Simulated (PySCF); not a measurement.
A species of formula C4H12ClFSi2 has this rotational fingerprint, computed with PBE0/pcSseg-1 in PySCF (dipole) on a GFN2-xTB geometry, gas phase:

- Rotational constants: A = 3445, B = 384.1, C = 366.6 MHz
- Dipole components: |μa| = 2.59 D, |μb| = 0.15 D, |μc| = 1.13 D
- Inertial defect: -83.82 u·Å²
- κ: -0.99

**Question.** Which structure is it? (One computed conformer of each.)
A. `[CH3:1][C@@H:2]([Cl:3])[CH2:4][SiH2:5][SiH2:6][CH2:7][F:8]` with C1–C2–C4–Si5 -170°, C2–C4–Si5–Si6 -43°, C4–Si5–Si6–C7 -54°, Si5–Si6–C7–F8 52°
B. `[CH3:1][CH2:2][SiH2:3][C@H:4]([F:5])[SiH2:6][CH2:7][Cl:8]` with C1–C2–Si3–C4 -57°, C2–Si3–C4–F5 -51°, Si3–C4–Si6–C7 172°, C4–Si6–C7–Cl8 -179°
C. `[F:1][CH2:2][C@H:3]([Cl:4])[SiH2:5][CH2:6][CH2:7][SiH3:8]` with F1–C2–C3–Cl4 81°, C2–C3–Si5–C6 -171°, C3–Si5–C6–C7 -179°, Si5–C6–C7–Si8 180°

**Answer.** B. It is CC[SiH2][C@H](F)[SiH2]CCl, a near-prolate asymmetric top, point group C1. The candidates at the same level (rigid rotor, commonest isotopes):

```json
{"SMILES": "C[C@@H](Cl)C[SiH2][SiH2]CF", "A (MHz)": "1461", "B (MHz)": "733.0", "C (MHz)": "642.7", "μa (D)": "1.13", "μb (D)": "0.79", "μc (D)": "0.97", "Δ (u·Å²)": "-249.09", "point group": "C1", "rotor": "asymmetric top"}
{"SMILES": "FC[C@H](Cl)[SiH2]CC[SiH3]", "A (MHz)": "2371", "B (MHz)": "425.8", "C (MHz)": "380.3", "μa (D)": "0.40", "μb (D)": "0.73", "μc (D)": "2.18", "Δ (u·Å²)": "-70.97", "point group": "C1", "rotor": "near-prolate asymmetric top"}
{"SMILES": "CC[SiH2][C@H](F)[SiH2]CCl", "A (MHz)": "3445", "B (MHz)": "384.1", "C (MHz)": "366.6", "μa (D)": "2.59", "μb (D)": "0.15", "μc (D)": "1.13", "Δ (u·Å²)": "-83.82", "point group": "C1", "rotor": "near-prolate asymmetric top"}
```

`C[C@@H](Cl)C[SiH2][SiH2]CF` has B 91 % too high; `FC[C@H](Cl)[SiH2]CC[SiH3]` has A 31 % too low. No structure here is proved a minimum.
